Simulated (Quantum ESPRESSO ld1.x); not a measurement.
The numbers below are computed, except where a source is named.
Q: These are the eigenvalues of the occupied orbitals of an atom or ion with whole-number occupations (hartree). Code: ld1.x of Quantum ESPRESSO 7.5. Model: Dirac Kohn-Sham, PW91, spin-unpolarised, spherical densities, point nucleus.

1s1/2: -975.032
2s1/2: -145.305
2p1/2: -135.330
2p3/2: -128.254
3s1/2: -27.6454
3p1/2: -23.6469
3p3/2: -22.3833
3d3/2: -15.3037
3d5/2: -15.0470
4s1/2: -4.58784
4p1/2: -3.30642
4p3/2: -3.09214
4d3/2: -1.13759
4d5/2: -1.11119

Which element is it, and in what charge state? The configuration may be excited. Open shells, if any, are shared by 2j + 1.

A: Z = 48, cadmium, charge +2: Cd2+ in [Kr] 4d10. The list shows which subshells hold electrons but not how many an open one holds; the 1s level, -975.03 hartree, gives Z - s = 44.2 by -(Z - s)^2/2, which with screening and relativity narrows Z to a few neighbours, and the depths of the outer levels then fix element, charge and occupations together.
